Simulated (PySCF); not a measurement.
# Computed records: CH₆OSi₂, Al₂HNO, CH₄B₂N, AlBClFH and others

Computed with PySCF 2.14.0. Calculation on a computer-drawn molecule: optimised geometry and harmonic frequencies of an isolated molecule of the commonest isotopes, restricted reference for singlets and unrestricted otherwise, frozen core in MP2.

Common to all runs: multiplicity 1.

```yaml
- entry: 1
  formula: CH6OSi2
  start_structure:
    atoms_angstrom:
      - [O, -1.1081, -2.6259, 0.4969]
      - [Si, 0.5316, -2.2846, 0.1871]
      - [C, 0.6359, -0.4785, 0.683]
      - [Si, -0.6992, 0.5345, 1.2111]
      - [H, -1.3666, -3.4738, 0.3054]
      - [H, 0.7817, -2.5639, -1.2114]
      - [H, 1.3648, -3.1639, 1.0154]
      - [H, 1.5935, -0.0019, 0.5122]
      - [H, -0.539, 1.9815, 1.5025]
      - [H, -2.0607, 0.2377, 1.4307]
  given:
    charge: 0
    method: HF
    basis: "cc-pV(D+d)Z"
    drawn_bonds_atom: [1, 2, 3, 1, 2, 2, 3, 4, 4]
    drawn_bonds_other_atom: [2, 3, 4, 5, 6, 7, 8, 9, 10]
    drawn_bonds_order: [1, 1, 2, 1, 1, 1, 1, 1, 1]
  results:
    optimised_atom_element: [O, Si, C, Si, H, H, H, H, H, H]
    "optimised_atom_x [angstrom]": [-1.132, 0.4495, 0.6024, -0.6504, -1.401, 0.8102, 1.347, 1.583, -0.4402, -2.035]
    "optimised_atom_y [angstrom]": [-2.656, -2.235, -0.4524, 0.5481, -3.544, -2.506, -3.082, 0.004979, 1.972, 0.1122]
    "optimised_atom_z [angstrom]": [0.487, 0.2175, 0.6394, 1.192, 0.3101, -1.198, 1.044, 0.5258, 1.508, 1.406]
    "modes_frequency [cm^-1]": [75.24, 139.4, 183.3, 306.1, 351.1, 598.3, 640.2, 700.8, 753.6, 764.0, 825.7, 847.6, 878.2, 1006, 1034, 1046, 1081, 1269, 2260, 2289, 2358, 2396, 3296, 4183]
    "modes_reduced_mass [dalton]": [1.695, 5.259, 1.211, 1.254, 3.631, 1.937, 1.204, 1.186, 1.848, 1.185, 1.138, 1.14, 6.513, 1.263, 1.283, 1.166, 1.074, 3.652, 1.05, 1.029, 1.04, 1.044, 1.086, 1.067]
    "rotational_constants [GHz]": [9.418, 2.545, 2.05]
    "total_energy [hartree]": -694.0961
    "convergence_status_largest_gradient_component [hartree/bohr]": 2.828e-05
- entry: 2
  formula: Al2HNO
  start_structure:
    atoms_angstrom:
      - [O, 0.6163, -2.3497, -2.4555]
      - [Al, -0.6468, -2.4466, -1.6166]
      - ["N", -2.0925, -2.5082, -0.4272]
      - [Al, -3.171, -3.4932, -1.3791]
      - [H, -2.0656, -1.9837, 0.5283]
  given:
    charge: 0
    method: HF
    basis: "cc-pV(D+d)Z"
    drawn_bonds_atom: [1, 2, 3, 3]
    drawn_bonds_other_atom: [2, 3, 4, 5]
    drawn_bonds_order: [2, 1, 1, 1]
  results:
    optimised_atom_element: [O, Al, "N", Al, H]
    "optimised_atom_x [angstrom]": [0.8115, -0.5208, -2.029, -3.596, -2.025]
    "optimised_atom_y [angstrom]": [-2.205, -2.376, -2.596, -3.483, -2.121]
    "optimised_atom_z [angstrom]": [-2.373, -1.549, -0.6659, -0.9939, 0.2316]
    "modes_frequency [cm^-1]": [111.4, 227.8, 264.2, 368.0, 564.3, 843.1, 1004, 1229, 3659]
    "modes_reduced_mass [dalton]": [15.31, 3.473, 15.3, 1.828, 10.64, 3.128, 1.435, 19.36, 1.073]
    "rotational_constants [GHz]": [40.55, 1.834, 1.754]
    "total_energy [hartree]": -613.7661
    "convergence_status_largest_gradient_component [hartree/bohr]": 2.622e-05
- entry: 3
  formula: CH4B2N
  start_structure:
    atoms_angstrom:
      - [B, -3.0824, -1.0787, 0.7883]
      - [C, -1.8311, -1.1533, 1.4555]
      - [B, -0.9616, -2.3343, 1.6656]
      - ["N", -0.1441, -3.3104, 1.9604]
      - [H, -4.0574, -0.9057, 0.2052]
      - [H, -1.452, -0.2481, 1.7988]
      - [H, -0.247, -3.8891, 2.752]
      - [H, 0.5424, -3.5456, 1.3522]
  given:
    charge: 1
    method: HF
    basis: cc-pVDZ
    drawn_bonds_atom: [1, 2, 3, 1, 2, 4, 4]
    drawn_bonds_other_atom: [2, 3, 4, 5, 6, 7, 8]
    drawn_bonds_order: [2, 1, 1, 1, 1, 1, 1]
  results:
    optimised_atom_element: [B, C, B, "N", H, H, H, H]
    "optimised_atom_x [angstrom]": [-2.997, -1.773, -0.9668, -0.2285, -4.013, -1.425, -0.326, 0.4961]
    "optimised_atom_y [angstrom]": [-1.103, -1.055, -2.228, -3.318, -1.155, -0.09729, -3.901, -3.609]
    "optimised_atom_z [angstrom]": [0.7878, 1.489, 1.71, 1.91, 0.2038, 1.877, 2.724, 1.275]
    "modes_frequency [cm^-1]": [163.0, 288.8, 393.7, 478.1, 627.3, 630.2, 805.2, 820.7, 941.7, 972.0, 1096, 1479, 1653, 1856, 2979, 3286, 3738, 3838]
    "modes_reduced_mass [dalton]": [3.024, 1.293, 1.966, 2.864, 1.291, 1.238, 1.954, 1.349, 2.356, 1.57, 1.375, 4.659, 1.215, 6.972, 1.127, 1.086, 1.052, 1.098]
    "rotational_constants [GHz]": [42.35, 4.242, 3.942]
    "total_energy [hartree]": -143.7798
    "convergence_status_largest_gradient_component [hartree/bohr]": 3.393e-05
- entry: 4
  formula: AlBClFH
  start_structure:
    atoms_angstrom:
      - [F, -1.9936, -0.8823, 1.3885]
      - [Al, -1.1264, -1.6154, 0.2209]
      - [B, -1.4303, -0.2853, -1.5487]
      - [Cl, -1.6807, 0.7093, -2.805]
      - [H, -0.2533, -2.8808, 0.1111]
  given:
    charge: 1
    method: MP2
    basis: "cc-pV(D+d)Z"
    drawn_bonds_atom: [1, 2, 3, 2]
    drawn_bonds_other_atom: [2, 3, 4, 5]
    drawn_bonds_order: [1, 1, 1, 1]
  results:
    optimised_atom_element: [F, Al, B, Cl, H]
    "optimised_atom_x [angstrom]": [-2.004, -1.128, -1.427, -1.677, -0.2493]
    "optimised_atom_y [angstrom]": [-0.8776, -1.613, -0.2904, 0.7059, -2.879]
    "optimised_atom_z [angstrom]": [1.41, 0.2185, -1.55, -2.808, 0.09661]
    "modes_frequency [cm^-1]": [91.19, 205.3, 281.0, 342.9, 466.0, 599.4, 868.3, 1234, 2116]
    "modes_reduced_mass [dalton]": [12.57, 5.395, 10.21, 14.02, 1.364, 1.121, 16.77, 12.63, 1.047]
    "rotational_constants [GHz]": [16.41, 1.48, 1.358]
    "total_energy [hartree]": -826.3774
    "convergence_status_largest_gradient_component [hartree/bohr]": 3.247e-05
- entry: 5
  formula: BClH3Si
  start_structure:
    atoms_angstrom:
      - [Si, -0.4405, 1.1187, -0.0865]
      - [B, -2.4032, 1.4722, -0.1902]
      - [Cl, -3.9334, 1.7399, -0.3402]
      - [H, 0.1398, 1.6381, -1.3481]
      - [H, 0.1076, 1.8153, 1.0721]
      - [H, -0.234, -0.3479, 0.0714]
  given:
    charge: 1
    method: HF
    basis: "cc-pV(D+d)Z"
    drawn_bonds_atom: [1, 2, 1, 1, 1]
    drawn_bonds_other_atom: [2, 3, 4, 5, 6]
    drawn_bonds_order: [1, 1, 1, 1, 1]
  results:
    optimised_atom_element: [Si, B, Cl, H, H, H]
    "optimised_atom_x [angstrom]": [-0.3377, -2.385, -3.978, 0.1595, 0.05521, -0.2771]
    "optimised_atom_y [angstrom]": [1.099, 1.463, 1.746, 1.629, 1.86, -0.3607]
    "optimised_atom_z [angstrom]": [-0.0905, -0.2109, -0.3045, -1.366, 1.102, 0.04842]
    "modes_frequency [cm^-1]": [218.2, 218.2, 363.7, 634.1, 634.1, 941.1, 996.6, 996.6, 1256, 2376, 2403, 2403]
    "modes_reduced_mass [dalton]": [3.578, 3.578, 12.48, 1.327, 1.327, 1.095, 1.039, 1.039, 12.44, 1.012, 1.055, 1.055]
    "rotational_constants [GHz]": [81.53, 2.171, 2.171]
    "total_energy [hartree]": -774.5999
    "convergence_status_largest_gradient_component [hartree/bohr]": 4.85e-06
- entry: 6
  formula: BH2NOSi
  start_structure:
    atoms_angstrom:
      - [O, -2.064, -2.0125, -0.7767]
      - [B, -1.1313, -1.998, 0.1708]
      - ["N", -0.2223, -1.9304, 0.99]
      - [Si, 1.2089, -1.825, 1.9547]
      - [H, -3.0554, -2.1148, -0.5387]
      - [H, 0.5532, -1.9918, 3.2224]
  given:
    charge: 0
    method: HF
    basis: "cc-pV(D+d)Z"
    drawn_bonds_atom: [1, 2, 3, 1, 4]
    drawn_bonds_other_atom: [2, 3, 4, 5, 6]
    drawn_bonds_order: [1, 2, 1, 1, 1]
  results:
    optimised_atom_element: [O, B, "N", Si, H, H]
    "optimised_atom_x [angstrom]": [-2.098, -1.134, -0.2089, 1.186, -2.973, 0.5174]
    "optimised_atom_y [angstrom]": [-2.015, -1.97, -1.926, -1.843, -2.127, -1.992]
    "optimised_atom_z [angstrom]": [-0.7935, 0.1034, 0.9535, 1.92, -0.4477, 3.287]
    "modes_frequency [cm^-1]": [110.4, 127.5, 274.1, 458.7, 543.0, 600.1, 944.0, 1062, 1235, 2051, 2140, 4143]
    "modes_reduced_mass [dalton]": [6.505, 6.334, 1.087, 4.209, 11.83, 11.59, 1.14, 1.289, 12.14, 1.104, 7.154, 1.066]
    "rotational_constants [GHz]": [174.2, 2.344, 2.313]
    "total_energy [hartree]": -444.1433
    "convergence_status_largest_gradient_component [hartree/bohr]": 2.0e-05
- entry: 7
  formula: H3O3Si
  start_structure:
    atoms_angstrom:
      - [O, -1.1933, -0.808, 0.8781]
      - [Si, -0.0581, -1.3631, 0.1589]
      - [O, 1.2535, -1.8745, 0.9721]
      - [O, 0.0771, -1.5643, -1.46]
      - [H, -2.0641, -0.4588, 0.5919]
      - [H, 1.3821, -1.929, 1.9453]
      - [H, 0.7167, -1.8121, -2.0052]
  given:
    charge: 1
    method: HF
    basis: "cc-pV(D+d)Z"
    drawn_bonds_atom: [1, 2, 2, 1, 3, 4]
    drawn_bonds_other_atom: [2, 3, 4, 5, 6, 7]
    drawn_bonds_order: [1, 1, 1, 1, 1, 1]
  results:
    optimised_atom_element: [O, Si, O, O, H, H, H]
    "optimised_atom_x [angstrom]": [-1.22, 0.01614, 1.244, 0.02506, -2.033, 1.379, 0.7032]
    "optimised_atom_y [angstrom]": [-0.8118, -1.401, -1.897, -1.495, -0.4727, -1.903, -1.829]
    "optimised_atom_z [angstrom]": [0.8908, 0.1544, 0.9701, -1.398, 0.5282, 1.913, -1.978]
    "modes_frequency [cm^-1]": [324.6, 324.6, 394.3, 460.0, 475.3, 475.7, 733.9, 735.0, 735.5, 919.5, 1235, 1235, 4072, 4072, 4087]
    "modes_reduced_mass [dalton]": [3.641, 3.643, 4.905, 1.253, 1.135, 1.135, 1.273, 1.376, 1.372, 4.663, 8.352, 8.351, 1.069, 1.069, 1.07]
    "rotational_constants [GHz]": [7.672, 7.671, 3.836]
    "total_energy [hartree]": -515.1586
    "convergence_status_largest_gradient_component [hartree/bohr]": 2.447e-05
- entry: 8
  formula: BFH2NSi
  start_structure:
    atoms_angstrom:
      - [F, -1.2373, 1.79, -3.2697]
      - [B, -0.9096, 1.1893, -2.1839]
      - ["N", -0.6266, 0.5647, -1.1606]
      - [Si, -0.3581, -0.2558, 0.3246]
      - [H, -0.8871, -1.5881, 0.4891]
      - [H, 0.5324, 0.4554, 1.2396]
  given:
    charge: 1
    method: HF
    basis: "cc-pV(D+d)Z"
    drawn_bonds_atom: [1, 2, 3, 4, 4]
    drawn_bonds_other_atom: [2, 3, 4, 5, 6]
    drawn_bonds_order: [1, 1, 2, 1, 1]
  results:
    optimised_atom_element: [F, B, "N", Si, H, H]
    "optimised_atom_x [angstrom]": [-1.203, -0.9376, -0.6681, -0.329, -0.868, 0.5192]
    "optimised_atom_y [angstrom]": [1.777, 1.173, 0.5592, -0.2159, -1.549, 0.4106]
    "optimised_atom_z [angstrom]": [-3.259, -2.194, -1.111, 0.2531, 0.4907, 1.259]
    "modes_frequency [cm^-1]": [102.9, 131.4, 500.2, 523.6, 673.3, 746.7, 802.7, 1045, 1367, 2139, 2441, 2480]
    "modes_reduced_mass [dalton]": [5.237, 8.292, 10.6, 11.62, 11.05, 1.233, 1.172, 1.067, 14.59, 11.94, 1.027, 1.061]
    "rotational_constants [GHz]": [157.9, 2.296, 2.263]
    "total_energy [hartree]": -468.4952
    "convergence_status_largest_gradient_component [hartree/bohr]": 3.094e-05
- entry: 9
  formula: Al3H4N
  start_structure:
    atoms_angstrom:
      - ["N", 0.1726, -0.0973, -3.4148]
      - [Al, -0.442, 0.1096, -1.8395]
      - [Al, -1.8066, 1.6066, -0.2182]
      - [Al, -2.6549, -0.5265, 0.9758]
      - [H, 0.982, 0.2656, -3.7891]
      - [H, -2.3604, 3.2648, -0.3386]
      - [H, -3.6638, -1.3776, 1.8856]
      - [H, -0.8328, -0.749, -0.0237]
  given:
    charge: 0
    method: HF
    basis: "cc-pV(D+d)Z"
    drawn_bonds_atom: [1, 2, 3, 1, 3, 4, 4]
    drawn_bonds_other_atom: [2, 3, 4, 5, 6, 7, 8]
    drawn_bonds_order: [2, 1, 1, 1, 1, 1, 1]
  results:
    optimised_atom_element: ["N", Al, Al, Al, H, H, H, H]
    "optimised_atom_x [angstrom]": [1.055, -0.04109, -1.825, -2.888, 1.734, -2.209, -2.227, -4.204]
    "optimised_atom_y [angstrom]": [0.4368, 0.8086, 1.267, -0.6255, 0.2413, 2.799, -1.056, -1.374]
    "optimised_atom_z [angstrom]": [-3.425, -2.314, -0.4744, 0.9964, -4.12, -0.3276, 2.371, 0.531]
    "modes_frequency [cm^-1]": [59.99, 84.12, 119.6, 151.5, 283.8, 299.4, 383.7, 450.8, 510.3, 549.1, 554.9, 631.0, 836.4, 1211, 1957, 1971, 1972, 3989]
    "modes_reduced_mass [dalton]": [6.132, 1.07, 5.776, 9.34, 11.58, 1.066, 9.24, 1.283, 1.135, 1.143, 1.145, 1.125, 1.064, 9.337, 1.037, 1.059, 1.03, 1.086]
    "rotational_constants [GHz]": [9.556, 1.016, 0.931]
    "total_energy [hartree]": -782.4725
    "convergence_status_largest_gradient_component [hartree/bohr]": 2.237e-05
- entry: 10
  formula: CH2AlBO
  start_structure:
    atoms_angstrom:
      - [O, -2.0501, 0.3558, 1.1808]
      - [C, -1.1525, 0.1713, 0.1848]
      - [B, -0.817, 0.8763, -0.999]
      - [Al, -0.1069, 1.7657, -2.8724]
      - [H, -2.5538, 1.1404, 1.0255]
      - [H, -0.5651, -0.7318, 0.3532]
  given:
    charge: 0
    method: MP2
    basis: "cc-pV(D+d)Z"
    drawn_bonds_atom: [1, 2, 3, 1, 2]
    drawn_bonds_other_atom: [2, 3, 4, 5, 6]
    drawn_bonds_order: [1, 2, 1, 1, 1]
  results:
    optimised_atom_element: [O, C, B, Al, H, H]
    "optimised_atom_x [angstrom]": [-2.058, -1.178, -0.8405, -0.04842, -2.576, -0.5449]
    "optimised_atom_y [angstrom]": [0.3196, 0.2017, 0.921, 1.714, 1.123, -0.7012]
    "optimised_atom_z [angstrom]": [1.23, 0.1862, -1.015, -2.895, 1.073, 0.2946]
    "modes_frequency [cm^-1]": [91.73, 97.94, 313.3, 432.0, 436.8, 701.2, 1033, 1127, 1368, 1562, 3110, 3833]
    "modes_reduced_mass [dalton]": [5.9, 7.066, 10.0, 1.363, 6.206, 1.571, 3.834, 1.387, 1.315, 4.69, 1.081, 1.066]
    "rotational_constants [GHz]": [74.99, 1.878, 1.832]
    "total_energy [hartree]": -380.8173
    "convergence_status_largest_gradient_component [hartree/bohr]": 3.234e-05
```
